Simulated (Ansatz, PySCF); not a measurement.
CrCl3, SMILES [Cr]([Cl])([Cl])[Cl] (connectivity only; charge and spin as stated), neutral, multiplicity 4. Atoms are numbered in the order given.

```xyz
4

Cr     0.0000     0.0000     0.0000
Cl     2.1401     0.0000     0.0000
Cl    -1.0700    -1.8534     0.0000
Cl    -1.0701     1.8534     0.0000
```
Charge 0, spin multiplicity 4.

Geometry: B3LYP-D3(BJ)/def2-SVP. The multiplicity is an assumed one; other spin states were not compared.

Two levels are set side by side: PBE-D3(BJ)/def2-SVP (Ansatz, a quantum-chemistry and plane-wave program) and B3LYP-D3(BJ)/def2-SVP (PySCF). Each level has its own optimised geometry; the coordinates shown are those of the second. Differences are taken from unrounded values.

| quantity | B3LYP-D3(BJ) | PBE-D3(BJ) | PBE-D3(BJ) minus B3LYP-D3(BJ) |
|---|---|---|---|
| mean bond length (Å) | 2.140 | 2.134 | -0.006 |
| bond Cr1–Cl2 (Å) | 2.140 | 2.134 | -0.006 |
| bond Cr1–Cl3 (Å) | 2.140 | 2.134 | -0.006 |
| bond Cr1–Cl4 (Å) | 2.140 | 2.134 | -0.006 |

Here PBE gives about what the other level gives.
